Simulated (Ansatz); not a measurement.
AlClH$_{3}$OPSe, SMILES `[Cl][AlH][O]P[SeH]`, relaxed with RKS PBE0-D4/def2-TZVP in Ansatz from a PBE-D4/def2-SVP geometry. The force threshold is 0.005 eV/Å; the program also tests the step.

Charge 0, multiplicity 1.

Start:

```xyz
8

Cl   -1.718    2.412    0.654
Al   -0.537    0.664    0.907
O     1.160    0.857    0.332
P     1.393    0.218   -1.149
Se   -0.847   -0.716   -1.369
H    -0.793   -0.320    2.123
H     1.905   -1.117   -0.827
H    -0.562   -1.998   -0.670
```

```
        step  energy (eV)  largest force (eV/Å)  largest move (Å)
           1  -95839.5515                 1.140             0.000
           2  -95839.6089                 0.677             0.050
           3  -95839.6206                 0.141             0.040
           4  -95839.6218                 0.132             0.023
           5  -95839.6221                 0.059             0.023
           6  -95839.6229                 0.010             0.014
           7  -95839.6230                 0.004             0.008
           8  -95839.6232                 0.014             0.024
9 (rejected)  -95839.6191                 0.220             0.041
          10  -95839.6232                 0.008             0.007
          11  -95839.6232                 0.008             0.007
          12  -95839.6232                 0.003             0.001
```

End:

```xyz
8

Cl   -1.714    2.382    0.672
Al   -0.519    0.663    0.885
O     1.136    0.867    0.295
P     1.374    0.194   -1.127
Se   -0.815   -0.701   -1.369
H    -0.753   -0.328    2.080
H     1.866   -1.106   -0.768
H    -0.574   -1.971   -0.667
```

Run time 42 s (4 threads of a server CPU on a shared host); peak host memory 0.77 GiB.
